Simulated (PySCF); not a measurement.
PySCF 2.14 output of an unrestricted LDA calculation on a single atom or ion in def2-TZVPPD with the def2 core potential (28 electrons), with scalar relativity through the core potential:

```
SCF conv_tol = 1e-09
number electrons alpha = 10  beta = 8
    P. A. M. Dirac.,  Math. Proc. Cambridge Philos. Soc. 26, 376 (1930)
    F. Bloch.,  Z. Phys. 57, 545 (1929)
    S. H. Vosko, L. Wilk, and M. Nusair.,  Can. J. Phys. 58, 1200 (1980)
cycle= 1 E= -146.018289730032  delta_E= -0.00789  |g|= 0.154  |ddm|= 0.254
cycle= 2 E= -146.015983613079  delta_E= 0.00231  |g|= 0.18  |ddm|= 0.167
cycle= 3 E= -146.024320129406  delta_E= -0.00834  |g|= 0.00328  |ddm|= 0.0914
cycle= 4 E= -146.024322052866  delta_E= -1.92e-06  |g|= 9.56e-05  |ddm|= 0.00137
cycle= 5 E= -146.024322056389  delta_E= -3.52e-09  |g|= 3.34e-05  |ddm|= 0.000108
cycle= 6 E= -146.024322056754  delta_E= -3.65e-10  |g|= 3.44e-06  |ddm|= 2.89e-05
converged SCF energy = -146.024322056754  <S^2> = 2.0002064  2S+1 = 3.0001376
```

The run itself started from symmetry-adapted Hartree-Fock orbitals and held the occupation by maximum overlap, on a logarithmic radial grid, so the iterations belong to that start.

Q: Which element, charge and spin multiplicity is this?

A: Ag⁺ (silver, charge +1), multiplicity 3; the state was [Kr] 4d9 5p1, one real determinant (an excited configuration).

⟨L²⟩ = 8.01 against 12 for a pure F term, so this real determinant mixes terms. Energies and moments cover only the electrons outside the core potential.
